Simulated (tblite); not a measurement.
Q: What does the GFN2-xTB structure of `CO[Si@H](S)CS[SiH3]` look like in three dimensions?

A: 
```
atom  x, y, z in Å
C1    -1.5085    1.7709   -0.8651
O2    -0.5214    0.7765   -0.9123
Si3   -0.7356   -0.8275   -0.8693
S4    -2.0623   -1.3547    0.7374
C5     1.0120   -1.5007   -0.5861
S6     1.5634   -1.5204    1.1592
Si7    1.7641    0.5729    1.5880
H8    -2.0553    1.8054   -1.8089
H9    -2.2158    1.5730   -0.0568
H10   -1.0133    2.7261   -0.6943
H11   -1.3266   -1.3488   -2.0973
H12   -1.1807   -2.0777    1.4108
H13    1.0592   -2.5388   -0.9023
H14    1.7462   -0.9410   -1.1585
H15    2.6323    0.5681    2.7532
H16    0.4570    1.1486    1.8783
H17    2.3783    1.1802    0.4142
```

Any rigid rotation of these coordinates is as good. Atoms count from 1 in this order. Si3 (oxygen-bound silicon) is distorted tetrahedral (angles from 103.5° to 112.7°). S6 (sulfur bonded to C and Si) is bent (angle 102.0°). Of the pairs four or more bonds apart, S6···H12 is among the closest relative to their van der Waals radii: 2.81 Å, 94 % of the sum of Bondi's values. Si7 (SiH3 silicon) is distorted tetrahedral (angles from 102.3° to 113.3°).

Bonds between heavy atoms (Å): C1–O2 1.402, O2–Si3 1.619, Si3–S4 2.149, Si3–C5 1.894, C5–S6 1.830, S6–Si7 2.146.

Structure optimised with GFN2-xTB, isolated species.

Point group: C1 (no symmetry element, even within 0.4 Å). Its GFN2-xTB frequencies are all real (lowest 20 cm⁻¹). The numbers are those of one conformer (C1–O2–Si3–S4 -48°, O2–Si3–S4–H -117°, O2–Si3–C5–S6 83°, Si3–C5–S6–Si7 -69°).

These are computed values.
